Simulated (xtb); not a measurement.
Species: H$_{2}$BFO$_{2}$, SMILES `OB(O)F` (charge 0, multiplicity 1).

**Question.** Give a relaxed geometry from GFN2-xTB run with xtb.

**Answer.** This is not unique; one that fits is the end point of this relaxation, one of several conformers (outside a Z-matrix the atoms follow the SMILES, hydrogens last).
Z-matrix (Å, degrees):
```
B
O 1 1.3335
H 2 0.9570 1 115.50
O 1 1.3335 2 122.04 3 179.81
H 4 0.9569 1 115.49 2 179.99
F 1 1.3570 2 118.98 3 -0.02
```
